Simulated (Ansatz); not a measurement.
**Counterpoise correction, worked out**

The pair of Cu⁺ (SMILES [Cu+], atom 1) and SbH3 (SMILES [SbH3], atoms 2–5), both closed shells, in one local arrangement (a lower one may exist), relaxed at PBE0-D4/def2-TZVP:

```tsv
atom	x (Å)	y (Å)	z (Å)
Cu1	1.6668	0.6203	-1.6508
Sb2	-0.0373	-0.0139	0.0369
H3	-1.0237	1.2232	0.5882
H4	0.5479	-0.6615	1.4670
H5	-1.1538	-1.1679	-0.4414
```

Ansatz 0.2.0; basis: def2-TZVPPD; cores frozen in the correlated methods. The 3s and 3p shells of Cu and Zn are frozen; filled d shells are correlated. Core potentials replace the inner electrons of the atoms past krypton. The def2 sets are not built for correlating such inner shells, so the correlated values are less sure here.

CCSD(T) total energies in eV:

| system | geometry | basis functions | energy |
| --- | --- | --- | --- |
| pair | pair | all | -51171.88133 |
| Cu⁺ | as in the pair | all (partner as ghosts) | -44601.99201 |
| SbH3 | as in the pair | all (partner as ghosts) | -6567.88896 |
| Cu⁺ | as in the pair | its own | -44601.95759 |
| SbH3 | as in the pair | its own | -6567.84373 |
| Cu⁺ | free (PBE0-D4 minimum) | its own | -44601.95759 |
| SbH3 | free (PBE0-D4 minimum) | its own | -6568.04064 |

**Question.** Work out the interaction energy with and without the counterpoise correction, the superposition error, and the binding energy from the relaxed fragments.

**Answer.** Without correction: -51171.88133 − (-44601.95759) − (-6567.84373) = -2.08001 eV.
With correction (each fragment in the whole basis): -51171.88133 − (-44601.99201) − (-6567.88896) = -2.00036 eV = -46.13 kcal/mol.
The superposition error is the difference, 0.07965 eV, 4 % of the uncorrected value: each fragment borrows its partner's functions.
Deformation from the free shapes: 0.00000 eV for Cu⁺ and 0.19691 eV for SbH3.
Binding energy from relaxed fragments: -2.00036 + 0.00000 + 0.19691 = -1.80345 eV = -41.59 kcal/mol (electronic, without zero-point energy; negative means bound). For comparison, the corrected interaction energy by CCSD(T) at an estimated basis limit (MP2 extrapolated from triple and quadruple zeta, plus CCSD(T) − MP2 in triple zeta) is -2.208 eV; triple zeta with the correction binds less.

The T1 diagnostic stays at or below 0.018.

For scale, one of the runs: CCSD(T)/def2-TZVPPD, 174 basis functions, launched by `ansatz run in.yaml --threads 4 --pin off --events-out ev --progress --plain --max-ram 9574MiB`. Time: 11 s of wall clock on 4 CPU threads of an Intel Xeon Platinum 8488C; the host was shared. Peak host memory: 1.2 GiB.
